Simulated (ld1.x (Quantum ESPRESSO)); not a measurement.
# Si (Z = 14), PAW: configuration errors across variants

```
Element                 : Si (Z = 14)
Generator               : ld1.x (Quantum ESPRESSO) 7.5
Type                    : PAW
Functional              : LDA (PZ)
Relativity              : scalar-relativistic
Frozen core             : [Ne]
Valence charge          : 4
Reference configuration : 3s2 3p2
Partial waves           : 3s (bound): rcut 1.50, rcutus 2.05 bohr; 3s channel at 1.05 Ry: rcut 1.50, rcutus 2.05 bohr; 3p (bound): rcut 1.90, rcutus 2.15 bohr; 3p channel at 0.7 Ry: rcut 1.90, rcutus 2.15 bohr
Local potential         : all-electron potential smoothed inside 1.95 bohr (lloc = -2)
Core correction         : Bessel-smoothed model core, default radius (core density twice the valence density)
Augmentation charge     : PSQ, inside the norm-conserving radii
```

All-electron excitation energies from the reference (eV): (1) 3s2 3p1 7.829; (2) 3s2 3p0 23.943; (3) 3s1 3p0 58.088; (4) 3s2 3p2.3 -0.957; (5) 3s2 3p1.5 2.965; (6) 3s1 3p2 15.242; (7) 3s0 3p4 13.779; (8) 3s2 3p2 spin -0.611; (9) 3s2 3p1 spin 7.624.

Spin tests fill each open shell by Hund’s rule, majority spin first.

2 further variants failed, have other tests or too few solved ones, and are left out.

Errors AE − PS in meV (a dash: test not solved or not reliable):

| change | (1) | (2) | (3) | (4) | (5) | (6) | (7) | (8) | (9) | bound ghosts |
| --- | --- | --- | --- | --- | --- | --- | --- | --- | --- | --- |
| base | -1.4 | -13 | -72 | 0.0 | -0.3 | -3.5 | -2.5 | -0.4 | -1.6 | none |
| all radii but the core radius scaled by about 0.93 (s 1.90, p 2.00 bohr, rcut 1.40/1.76); local potential all-electron potential smoothed inside 1.80 bohr (lloc = -2) | -1.4 | -13 | -73 | 0.0 | -0.3 | -3.6 | -2.7 | -0.5 | -1.6 | none |
| all radii but the core radius scaled by about 1.11 (s 2.28, p 2.40 bohr, rcut 1.68/2.12); local potential all-electron potential smoothed inside 2.18 bohr (lloc = -2) | -1.4 | -13 | -70 | 0.0 | -0.3 | -3.4 | -2.4 | -0.3 | -1.5 | none |

Give the same row for: all radii but the core radius scaled by about 0.78 (s 1.60, p 1.68 bohr, rcut 1.16/1.48); local potential all-electron potential smoothed inside 1.52 bohr (lloc = -2).

-1.4, -13, -74, 0.0, -0.3, -3.7, -3.1, -0.6, -1.6; bound ghosts: none.
